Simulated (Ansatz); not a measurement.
Reaction (ligand exchange at a B–F bond): `COB(O)F` + HBr → `COB(O)Br` + H–F

Program: Ansatz. Geometries: PBE0-D4/def2-TZVP. ΔE: electronic, gas phase. CCSD(T)/CBS adds triple-zeta CCSD(T) − MP2 to the extrapolated MP2 energy (def2 sets, frozen cores). This one scheme is used for every species. DFT in def2-TZVPP. B3LYP here is the variant with VWN-RPA as its local correlation; programs differ in this. HSE06 is defined as in plane-wave codes. For Br outer-core shells are correlated without core-valence functions, which leaves a few kJ/mol of doubt a bond. Scalar relativity is left out up to krypton. One conformer a species, not always the lowest.

| level | ΔE (kcal/mol) |
| --- | --- |
| HSE06-D4 | 14.2 |
| CAM-B3LYP-D4 | 18.1 |
| B3LYP | 18.2 |
| r2SCANh | 16.0 |

Q: What does CCSD(T)/CBS give? (An estimate is asked.)

A: Ansatz gave: +13.8 kcal/mol. The listed levels differ from it by 0.4, 4.3, 4.4, 2.2 kcal/mol.

Largest T1 diagnostic among the species: 0.012.

At CCSD(T), def2-SVP lies +6.8 kcal/mol from the extrapolated value and def2-TZVPP +1.5 kcal/mol. From BLYP to BHLYP (50 % exact exchange), in def2-TZVPP and without D4, ΔE moves by +1.5 kcal/mol. Leaving LDA and LC-ωPBE aside and taking each functional with its dispersion term where it has one, the values, not all of them listed here, spread over 5.6 kcal/mol, from revPBE-D4 to CAM-B3LYP-D4.
